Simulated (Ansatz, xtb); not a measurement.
## Ranking isomers of C5H4BrFS

4 gas-phase structures of C5H4BrFS, from a drawn sample of its isomers (lower ones may exist). Each was relaxed with GFN2-xTB; where two conformers were screened, the lower at r2SCAN-D4/def2-SVP//GFN2-xTB is listed:

A. `FCc1sccc1Br`, a singlet
B. `FCc1csc(Br)c1`, a singlet
C. `FCc1ccsc1Br`, a singlet
D. `Cc1sc(Br)cc1F`, a singlet

Problem. Make a reasoned guess at their ranking by r2SCAN-D4/def2-SVP//GFN2-xTB single-point energy.

Solution. Calculated order at r2SCAN-D4/def2-SVP//GFN2-xTB: D (0.0), A (7.6), C (14.8), B (19.8) kJ/mol. CCSD(T)/def2-SVP + ΔMP2/def2-TZVPP after further relaxation puts A lowest instead.

Energies above the lowest of each column, in kJ/mol; the last columns are at r2SCAN-D4/def2-SVP geometries:

```csv
structure,GFN2-xTB,HF/STO-3G,r2SCAN-D4/def2-SVP//GFN2-xTB,r2SCAN-D4/def2-SVP,CCSD(T)/def2-SVP + ΔMP2/def2-TZVPP
D,0.0,0.0,0.0,0.0,10.4
A,3.7,31.4,7.6,6.0,0.0
C,9.8,34.4,14.8,13.1,10.0
B,13.5,36.5,19.8,16.2,10.7
```

CCSD(T)/def2-SVP + ΔMP2/def2-TZVPP puts A lowest; GFN2-xTB picks D, HF/STO-3G picks D, r2SCAN-D4/def2-SVP//GFN2-xTB picks D, r2SCAN-D4/def2-SVP picks D. CCSD(T)/def2-SVP + ΔMP2/def2-TZVPP orders those it was run on as A (0.0), C (10.0), D (10.4), B (10.7) kJ/mol. Less than 1 kcal/mol parts C and D; D and B, so the order within those pairs means little. Flexible structures stand in one conformer each, not always the lowest. C keeps a small imaginary mode. ΔMP2 is the change of the MP2 energy from the smaller to the larger basis.

Over these structures GFN2-xTB departs from r2SCAN-D4/def2-SVP//GFN2-xTB by 1.9 kJ/mol on average once a common shift is removed. A GFN2-xTB relaxation took about 0.087 s and the r2SCAN-D4/def2-SVP//GFN2-xTB energy about 2.1 s on a shared host (Ansatz 0.2.0, xtb 6.7.1).
